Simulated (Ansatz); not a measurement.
`B[SiH2][SiH2][SiH3]` + `C=CN[SiH3]` → `BN([SiH3])C=C` + trisilane at 400 K and 1 bar (cleavage of the B–Si bond).

Program: Ansatz. Geometries: PBE0-D4/def2-TZVP. ΔE: electronic, gas phase. CCSD(T)/CBS is the MP2 limit (def2-TZVPP, def2-QZVPP) plus CCSD(T) − MP2 in def2-TZVPP, frozen cores. This one scheme is used for every species. One conformer a species, not always the lowest.

| species | CCSD(T)/CBS energy (Eh) | H − E (kJ/mol) | S (J/(mol·K)) |
| --- | --- | --- | --- |
| `B[SiH2][SiH2][SiH3]` | -897.39286 | 249.5 | 443.5 |
| `C=CN[SiH3]` | -424.08767 | 250.4 | 353.1 |
| `BN([SiH3])C=C` | -449.51164 | 287.7 | 370.1 |
| `[SiH3][SiH2][SiH3]` | -872.02658 | 209.1 | 385.6 |

H − E and S are ideal-gas, rigid-rotor, harmonic terms from PBE0-D4/def2-TZVP, for one conformer and one mirror image of each species. 1 Eh = 2625.50 kJ/mol, R = 8.31446 J/(mol·K).

Question: By hand: ΔE, ΔH, ΔS and ΔG.

Answer: ΔE = (-449.51164) + (-872.02658) − (-897.39286) − (-424.08767) = -0.05769 Eh = -151.5 kJ/mol. Δ(H − E) = 287.7 + 209.1 − 249.5 − 250.4 = -3.1, so ΔH = -154.6 kJ/mol. ΔS = 370.1 + 385.6 − 443.5 − 353.1 = -40.9 J/(mol·K). ΔG = -154.6 − 400 × (-40.9)/1000 = -138.2 kJ/mol.

Question: By hand: the equilibrium constant, and the temperature at which ΔG would vanish if ΔH and ΔS stayed fixed.

Answer: log₁₀ K = −ΔG/(RT ln 10) = 18.0. ΔG = 0 at ΔH/ΔS = 3780 K, far beyond where these terms or the molecules hold.

ΔH outweighs TΔS. A doubt of 5 kJ/mol in ΔE shifts log₁₀ K by 0.7 here. Other conformers and mirror images would add mixing entropy, several J/(mol·K) or more a flexible species. Modes under 60 cm⁻¹, often nearly free rotors, make the harmonic entropy too high. These are equilibria of isolated gas molecules and say nothing of rates. Largest T1 diagnostic: 0.014 (customary marks: 0.02 for closed shells, 0.045 for open ones).
